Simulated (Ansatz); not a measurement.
The first iterations of a band of Cl3F2HW (7 atoms, charge 0, multiplicity 1).

Theory: RKS PBE/def2-SVP (Ansatz).

```
movable images  : 7
climbing image  : yes
spring          : 5.0 eV/Å²
optimiser       : quadratic models (default)
start path      : through a guess of the saddle point
force threshold : 0.05 eV/Å
iteration limit : 60
end points      : relaxed
```

Image 0:

```xyz
7
Properties=species:S:1:pos:R:3
W 0.026 0.090 -0.026
H 0.194 -0.100 1.678
F 1.892 0.136 0.196
Cl 0.016 2.345 0.310
Cl -2.234 0.062 0.274
F 0.001 -1.780 0.167
Cl 0.375 -0.213 -2.330
```

Image 8:

```xyz
7
Properties=species:S:1:pos:R:3
W -0.441 0.057 -0.123
H 1.439 0.013 1.321
F 1.892 -0.101 0.474
Cl -0.249 2.279 0.338
Cl -2.707 0.035 -0.009
F -0.327 -1.727 0.392
Cl 0.663 -0.017 -2.123
```

| iteration | highest image above the first end (eV) | largest band force component (eV/Å) |
| --- | --- | --- |
| 1 | 3.226 | 3.484 |
| 2 | 2.119 | 2.136 |
| 3 | 1.764 | 1.666 |
| 4 | 1.359 | 1.535 |
| 5 | 1.276 | 1.389 |

Task: Does the band converge within its limit, and where does its top end?

Result: The run converged. It ended after 17 iterations with the highest image 1.215 eV above the first end. Beside the main top the profile has a ripple of under 15 meV (maxima at images 1, 6), which may be a very shallow well or noise. A vibrational analysis at the climbing image gives one clearly imaginary mode, 432i cm⁻¹: a first-order saddle point. The orbitals stay closed-shell, which can raise the energy where a bond breaks towards radicals; this wasn't checked here.

Time of the run: 4.3 min on 4 threads of Arm Neoverse V1 (shared host), peak memory 0.29 GiB.
